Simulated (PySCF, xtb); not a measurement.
C5H5F, SMILES C1C=CC=C1F. The values are those of a single conformer.

Harmonic wavenumbers (cm⁻¹) from GFN2-xTB (xtb) at its own minimum, in rising order: 248, 373, 381, 493, 593, 725, 782, 834, 868, 905, 921, 1011, 1037, 1040, 1112, 1181, 1200, 1289, 1330, 1387, 1579, 1666, 2963, 2986, 3134, 3150, 3162.

Problem. What does PBE-D3(BJ)/def2-SVP in PySCF give at its own minimum? (The exact figures need the calculation; the answer reports its results.)

Solution. 255, 370, 395, 488, 605, 657, 780, 832, 865, 893, 920, 942, 984, 1061, 1075, 1171, 1213, 1309, 1324, 1362, 1552, 1645, 2973, 3015, 3143, 3171, 3178. Paired by order, the mean absolute difference is 19 cm⁻¹ and the zero-point energies are 52.0 and 51.7 kcal/mol.
